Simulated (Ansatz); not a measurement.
Basis-set series for H$_{6}$OSSi$_{2}$ (`O[SiH]([SiH3])S`). Charge 0, multiplicity 1. The structure was optimised at the PBE0-D4/def2-TZVP level. It is one conformer, not always the lowest.

Z-matrix (Å, degrees):
```
Si
Si 1 2.335
S 1 2.148 2 108.2
O 1 1.647 2 106.3 3 121.4
H 1 1.489 2 113.2 3 -116.3
H 2 1.487 1 108.9 3 69.0
H 2 1.487 1 109.5 3 -50.2
H 2 1.487 1 111.0 3 -170.8
H 3 1.343 1 94.5 2 -141.6
H 4 0.959 1 117.6 2 -165.9
```

| functional | basis | functions | energy (Eh) | HOMO (eV) | LUMO (eV) |
| --- | --- | --- | --- | --- | --- |
| PBE0-D4 | def2-TZVPP | 241 | -1055.68883 | -7.61 | -0.33 |
| PBE0-D4 | def2-QZVPP | 447 | -1055.72541 | -7.64 | -0.49 |
| ωB97M-V | def2-TZVPP | 241 | -1056.04728 | -9.77 | 1.39 |
| ωB97M-V | def2-QZVPP | 447 | -1056.08190 | -9.81 | 1.01 |

(1) Give the rows for def2-SVP. (An estimate is asked.)

Results:

(1) Computed: 
```csv
functional,basis,functions,energy (Eh),HOMO (eV),LUMO (eV)
PBE0-D4,def2-SVP,98,-1055.24206,-7.49,0.06
ωB97M-V,def2-SVP,98,-1055.59735,-9.61,1.95
```

Positive LUMOs are unbound and depend on the basis.
